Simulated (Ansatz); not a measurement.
System: sum formula H$_{7}$Si$_{3}$O$_{2}$, charge -1, multiplicity 1. It need not be the lowest isomer of its formula. Whether it binds its extra electron was not tested at this geometry. 
Geometry from a B3LYP-D3(BJ)/def2-TZVP (Ansatz, a first-principles code) optimisation:
```xyz
12

Si     0.1925    -1.2245     0.6668
O      1.5516    -0.4925     0.2463
Si     1.8340     1.2729     0.1901
O     -1.1401    -0.7461    -0.1873
Si    -1.9117     0.5070    -0.8843
H     -0.1493    -1.0350     2.1036
H      0.3008    -2.6877     0.4023
H      0.6107     1.6259    -0.7018
H      1.0377     1.6301     1.4751
H     -2.0242     1.7048    -0.0237
H     -1.3658     0.8686    -2.2120
H     -3.3096     0.0269    -1.1302
```
Charge -1, spin multiplicity 1.

Total electronic energies in hartree. Correlated levels leave the core frozen unless marked. No spin-orbit coupling. No relativistic terms. CBS marks a two-point X^-3 extrapolation of the correlation energy; Hartree-Fock from the larger set.

```
level                                                program  energy (Eh)
--------------------------------------------  --------------  -----------
HF/6-31G*                                             Ansatz  -1020.68611
HF/aug-cc-pV(D+d)Z                                    Ansatz  -1020.78431
HF/aug-cc-pV(T+d)Z                                    Ansatz  -1020.87934
HF/cc-pVTZ                                            Ansatz  -1020.85809
PBE-D3(BJ)/def2-TZVPD                         Ansatz + dftd3  -1022.78892
BLYP-D3(BJ)/def2-TZVPD                        Ansatz + dftd3            …
revPBE-D4/def2-TZVPD                          Ansatz + dftd4  -1023.19587
revPBE/def2-TZVPD                                     Ansatz  -1023.15603
PBE0/def2-TZVPD                                       Ansatz  -1022.86736
r2SCANh-D4/def2-TZVPD                         Ansatz + dftd4  -1023.24090
CAM-B3LYP-D4/def2-TZVPD                       Ansatz + dftd4  -1023.39630
wB97M-V/def2-TZVPD                                    Ansatz  -1023.29198
RPA@PBE/cc-pV(Q+d)Z                                   Ansatz  -1022.41582
MP2/STO-3G                                            Ansatz  -1008.63278
MP2/6-31G*                                            Ansatz  -1021.28357
MP2/cc-pV(T+d)Z                                       Ansatz  -1021.73009
RI-MP2/aug-cc-pV(Q+d)Z                                Ansatz  -1021.83611
SCS-MP2/6-31G                                         Ansatz  -1020.87444
SCS-MP2/cc-pVTZ                                       Ansatz  -1021.72514
CCSD/aug-cc-pV(D+d)Z                                  Ansatz  -1021.57509
CCSD(T)/6-31G                                         Ansatz  -1020.92075
CCSD(T)/cc-pwCVTZ                                     Ansatz  -1021.83486
CCSD(T)/CBS(aug-cc-pV(T+d)Z,aug-cc-pV(Q+d)Z)          Ansatz   -1021.9544
```

Q: Complete the blanks.

A: 
- BLYP-D3(BJ)/def2-TZVPD, energy (Eh): -1023.38775
